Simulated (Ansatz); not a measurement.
Basis-set extrapolation for CH5AlBCl (`[AlH2][BH]CCl`) (PBE0-D4/def2-TZVP geometry, frozen core, Ansatz 0.2.0). Multiplicity 1, RHF reference.

```json
{"": "HF", "def2-TZVPP": "-766.868502", "def2-QZVPP": "-766.891263"}
{"": "MP2 correlation", "def2-TZVPP": "-0.547433", "def2-QZVPP": "-0.590132"}
{"": "CCSD(T) correlation", "def2-TZVPP": "-0.625853", "def2-QZVPP": "not run"}
```

Energies in hartree. Use E(X) = E(∞) + A·exp(−7.88·√X) for Hartree–Fock and E(X) = E(∞) + B·X^(−2.97) for correlation, with X = 3 and 4, and add CCSD(T) minus MP2 of the smaller set to the MP2 limit.

Problem. What is the CCSD(T) energy at the basis-set limit?

Solution. HF limit: -766.891263 + (-0.022761) × 0.13774 = -766.89440. MP2 limit: -0.590132 + (-0.042699) × 0.74074 = -0.62176. Higher-order term: -0.625853 − (-0.547433) = -0.07842. Total: -767.59458 hartree, 263.1 kJ/mol below CCSD(T)/def2-TZVPP.
